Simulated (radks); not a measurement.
Q: All-electron atom: the iodine ion I19+ in [Ar] 3d10 4s2 4p4. Method: scalar-relativistic Kohn-Sham, exchange-only LDA, spin-polarised, spherical densities, point nucleus; open shells are filled with parallel spins first (spin-orbit coupling, left out, can overturn this in heavy ions); computed with a radial shooting solver on a logarithmic mesh with Libxc functionals. Some entries of the table are withheld. Estimate them.

orbital,occ.,eigenvalue (eV),<r^2> (bohr^2),<r> (bohr)
1s up,1,-33469.83,0.001006,0.02725
1s down,1,-33468.82,0.001006,0.02725
2s up,1,-5609.351,0.01619,0.1172
2s down,1,-5608.687,0.01619,0.1172
2p up,3,-5091.571,0.01280,0.1024
2p down,3,-5090.669,0.01280,0.1024
3s up,1,-1520.555,0.1111,0.3119
3s down,1,-1519.415,0.1110,0.3118
3p up,3,-1352.617,0.1107,0.3091
3p down,3,-1351.374,0.1105,0.3089
3d up,5,-1103.277,(1),0.2839
3d down,5,-1102.092,(2),0.2837
4s up,1,-618.4426,0.5070,0.6723
4s down,1,-613.2211,0.5073,0.6723
4p up,3,(3),(4),0.6950
4p down,1,(5),(6),0.6954

A: 
(1) 3d up <r^2> (bohr^2): 0.09504
(2) 3d down <r^2> (bohr^2): 0.09483
(3) 4p up eigenvalue (eV): -559.3011
(4) 4p up <r^2> (bohr^2): 0.5449
(5) 4p down eigenvalue (eV): -554.1123
(6) 4p down <r^2> (bohr^2): 0.5458
